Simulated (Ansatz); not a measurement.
A made-up structure of CHNTe, singlet:

```csv
atom,x (Å),y (Å),z (Å)
N1,0.9148,-0.2794,1.6947
C2,0.3767,-0.3265,0.6754
Te3,-0.5640,-0.5191,-1.1180
H4,0.7268,0.6152,1.0134
```

It is relaxed with PBE-D4/def2-SVP and then PBE0-D4/def2-TZVP (Ansatz 0.2.0). Atoms count as bonded within 1.22 times the sum of their covalent radii (H–H: 0.88 Å). The end point is not checked to be a true minimum.

(1) Does its bonding change? (A judgement: the text doesn't fix the answer.)

## Answers

(1) The calculation gives: Yes. Formed: none; broken: C2–H4.

Where it ends: The first stage lowers the energy by 2.65 eV in 11 steps. It ends as CHNTe ([NH][C][Te]):
```
atom    x (Å)    y (Å)    z (Å)
  N1   0.7768  -0.0245   1.3434
  C2   0.2145  -0.3153   0.3418
 Te3  -0.7050  -0.9333  -1.2432
  H4   1.1680   0.7633   1.8234
```

Labels in which every atom is bracketed show which atoms are joined, not bond orders.

For scale, one of the runs: PBE0-D4/def2-TZVP relaxation, 118 basis functions, launched by `ansatz run in.yaml --threads 2 --pin off --events-out ev --progress --plain --max-ram 4352MiB`. Hardware: 2 CPU threads of an Arm Neoverse V2, shared host. Wall time about 10 s.
